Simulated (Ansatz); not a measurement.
Consider the substitution at a C–O bond: `CO[SiH](Cl)OC` + `FC1NCO1` → `CN1COC1F` + `CO[SiH](O)Cl`.

Program: Ansatz. Geometries: PBE0-D4/def2-TZVP. ΔE: electronic, gas phase. CBS: MP2 limit from def2 TZ/QZ plus the TZ coupled-cluster correction, frozen cores. DFT in def2-TZVPP. B3LYP here is the variant with VWN-RPA as its local correlation; programs differ in this. Each species was taken in one conformer, which may not be the lowest.

`CO[SiH](Cl)OC`:

Z-matrix (Å, degrees):
```
C
O 1 1.411
H 1 1.094 2 111.1
H 1 1.090 2 107.9 3 -119.2
H 1 1.095 2 111.5 3 121.6
Si 2 1.616 1 125.4 3 -62.5
O 6 1.616 2 105.6 1 175.4
Cl 6 2.060 2 110.4 1 56.0
H 6 1.479 2 112.4 1 -61.7
C 7 1.411 6 125.3 2 -175.8
H 10 1.090 7 107.9 6 -177.0
H 10 1.095 7 111.5 6 -57.8
H 10 1.094 7 111.1 6 63.8
```

`FC1NCO1`:

```xyz
9

F    -1.138   -1.643   -0.740
C    -0.826   -0.511   -0.058
N     0.485   -0.527    0.521
C     0.749    0.675   -0.267
O    -0.514    0.543   -0.924
H    -1.681   -0.310    0.600
H     0.521   -0.427    1.525
H     0.815    1.607    0.306
H     1.589    0.594   -0.963
```

`CN1COC1F`:

```xyz
12

C    -0.983    0.892    0.578
N    -0.383   -0.015   -0.366
C     0.076   -1.332    0.045
O     1.294   -1.136   -0.686
C     0.946    0.199   -0.859
F     1.712    1.024   -0.062
H    -0.393    1.024    1.494
H    -1.973    0.520    0.848
H    -1.115    1.868    0.109
H    -0.504   -2.172   -0.346
H     0.254   -1.449    1.124
H     1.070    0.576   -1.879
```

`CO[SiH](O)Cl`:

```xyz
10

C    -1.590    0.141   -0.390
O    -0.431   -0.576   -0.023
Si    0.972    0.054    0.495
O     2.083   -1.123    0.585
Cl    1.541    1.524   -0.830
H    -1.372    0.865   -1.181
H    -2.326   -0.575   -0.758
H    -2.016    0.671    0.468
H     0.881    0.668    1.830
H     2.257   -1.650   -0.197
```

**Question.** Is it downhill or uphill in electronic energy at CCSD(T)/CBS, and by how much? (Best estimate.)

**Answer.** Ansatz gave: Downhill: ΔE = -43.2 kJ/mol.

**Question.** What do these levels give: PBE-D4, PBE0-D4, ωB97M-V, PBE0, B3LYP, HF/def2-TZVPP, MP2/def2-TZVPP, SCS-MP2/def2-TZVPP, CCSD/def2-TZVPP, CCSD(T)/def2-TZVPP, HF/CBS(def2), CCSD/CBS(def2)? (An estimate is asked.)

**Answer.** Computed: PBE-D4 -40.8, PBE0-D4 -40.8, ωB97M-V -40.6, PBE0 -40.2, B3LYP -36.5, HF/def2-TZVPP -32.2, MP2/def2-TZVPP -46.2, SCS-MP2/def2-TZVPP -41.8, CCSD/def2-TZVPP -40.6, CCSD(T)/def2-TZVPP -42.0, HF/CBS(def2) -31.5, CCSD/CBS(def2) -41.8 kJ/mol.

Largest T1 diagnostic among the species: 0.012.

In def2-TZVPP, CCSD(T) changes the Hartree–Fock value by −9.8 kJ/mol (the triples alone add −1.4 kJ/mol) and MP2 by −14.0 kJ/mol.
